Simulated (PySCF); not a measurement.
Match the calculated data to a structure.

All candidates are C4H6O2Si.

- Rotational structure: rotational constants A, B, C: 5.578, 1.139, 0.962 GHz [GFN2-xTB]
- Polarisability: 75.8 au [CAM-B3LYP/def2-SVPD]
- Dipole: 2.34 D [CAM-B3LYP/def2-SVPD]
- UV, first state: lowest singlet excitation: 5.88 eV (211 nm, f = 0.001) [TDDFT CAM-B3LYP/def2-SVPD]
- UV, strongest line: among the 8 lowest singlet transitions: S5 at 7.50 eV (165 nm, f = 0.062) [TDDFT CAM-B3LYP/def2-SVPD]
- Triplet: lowest triplet excitation (Tamm–Dancoff): 5.05 eV [TDA CAM-B3LYP/def2-SVPD]

Gas-phase values; electronic properties from PySCF, density fitting. Levels stand in brackets. One conformer (not necessarily the lowest) at the GFN2-xTB geometry, without solvent, vibrations or thermal averaging.

Question: Which candidate is it?
A. `C#CC(=O)O[SiH2]C`
B. `C#C[SiH2]OC(C)=O`
C. `C=C1[SiH2][C@H]1OC=O`
D. `O=C1CCC(=O)[SiH2]1`

Answer: B. It is `C#C[SiH2]OC(C)=O`. Numbering: `[CH:1]#[C:2][SiH2:3][O:4][C:5]([CH3:6])=[O:7]`. Its formula, C4H6O2Si, gives 3 degrees of unsaturation: 0 rings and 3 π bonds in the structure found. The optimised geometry has point group Cs and is an asymmetric top.

The others, at the same levels:
- `C=C1[SiH2][C@H]1OC=O` fails: its computed lowest singlet excitation is 5.08 eV (244 nm, f = 0.016) (against 5.88 eV), lowest triplet excitation (Tamm–Dancoff) is 3.94 eV (against 5.05 eV) and strongest line among the 8 lowest singlet transitions is S5 at 6.71 eV (185 nm, f = 0.291) (against S5 at 7.50 eV).
- `C#CC(=O)O[SiH2]C` fails: its computed lowest singlet excitation is 4.95 eV (251 nm, f = 0.000) (against 5.88 eV), lowest triplet excitation (Tamm–Dancoff) is 4.52 eV (against 5.05 eV) and static isotropic polarisability is 77.4 au (against 75.8 au).
- `O=C1CCC(=O)[SiH2]1` fails: its computed lowest singlet excitation is 2.90 eV (428 nm, f = 0.000) (against 5.88 eV), lowest triplet excitation (Tamm–Dancoff) is 2.37 eV (against 5.05 eV) and rotational constant A is 3.944 GHz (against 5.578 GHz).

Each candidate is one conformer, not necessarily the lowest. The conformers computed, where there is a choice (atom-mapped SMILES and torsion angles):
- `[CH:1]#[C:2][SiH2:3][O:4][C:5]([CH3:6])=[O:7]`: C2–Si3–O4–C5 180°, Si3–O4–C5–C6 180°
- `[CH2:1]=[C:2]1[SiH2:3][C@H:4]1[O:5][CH:6]=[O:7]`: Si3–C4–O5–C6 -134°, C4–O5–C6–O7 0°
- `[CH:1]#[C:2][C:3](=[O:4])[O:5][SiH2:6][CH3:7]`: C2–C3–O5–Si6 180°, C3–O5–Si6–C7 180°

The conformers of `O=C1CCC(=O)[SiH2]1` aren't listed.
